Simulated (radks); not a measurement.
Problem. All-electron atom: N3- in [Ne]. All-electron calculation, non-relativistic Kohn-Sham, LB94 model potential, spin-polarised, spherical densities, point nucleus; Watson sphere of charge +3 and radius 1.62 bohr. Program: a radial shooting solver on a logarithmic mesh with Libxc functionals. Some entries of the table are withheld. Estimate them.

orbital,occ.,eigenvalue (eV),r(max) (bohr),<r> (bohr)
1s,2,-399.1988,0.1488,0.2285
2s,2,(1),(2),1.406
2p,6,-14.0562,1.160,(3)

Solution. 
(1) 2s eigenvalue (eV): -25.2359
(2) 2s r(max) (bohr): 1.098
(3) 2p <r> (bohr): 1.577
